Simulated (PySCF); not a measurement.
# Ta+ (tantalum, charge +1) across methods

[Xe] 4f14 5d2 6s2, high-spin 3F determinant (an excited configuration). Calculation: PySCF 2.14, in x2c-TZVPPall with one added diffuse shell each of s, p, d, f type (12s8p8d4f1g, 113 functions); scalar relativity by spin-free X2C-1e.

```json
{"method": "UHF", "E (hartree)": "-15599.73909", "mean ε 5d α (eV)": "-18.171", "mean ε 6s α (eV)": "-14.830", "mean ε 6s β (eV)": "-13.693", "Σ⟨r²⟩ (bohr²)": "58.53", "⟨S²⟩": "2.007"}
{"method": "PBE0", "E (hartree)": "-15604.68", "mean ε 5d α (eV)": "-14.488", "mean ε 6s α (eV)": "-13.544", "mean ε 6s β (eV)": "-12.722", "Σ⟨r²⟩ (bohr²)": "57.54", "⟨S²⟩": "2.002"}
{"method": "LDA", "E (hartree)": "-15594.81", "mean ε 5d α (eV)": "-13.078", "mean ε 6s α (eV)": "-13.120", "mean ε 6s β (eV)": "-12.379", "Σ⟨r²⟩ (bohr²)": "57.30", "⟨S²⟩": "2.001"}
{"method": "PBE", "E (hartree)": "-15604.91", "mean ε 5d α (eV)": "-13.052", "mean ε 6s α (eV)": "-12.868", "mean ε 6s β (eV)": "-12.078", "Σ⟨r²⟩ (bohr²)": "57.54", "⟨S²⟩": "2.002"}
{"method": "r2SCAN", "E (hartree)": "-15605.01", "mean ε 5d α (eV)": "-13.613", "mean ε 6s α (eV)": "-12.949", "mean ε 6s β (eV)": "-12.163", "Σ⟨r²⟩ (bohr²)": "57.57", "⟨S²⟩": "2.006"}
```

Spin-orbit coupling, absent here, splits the open shell strongly.
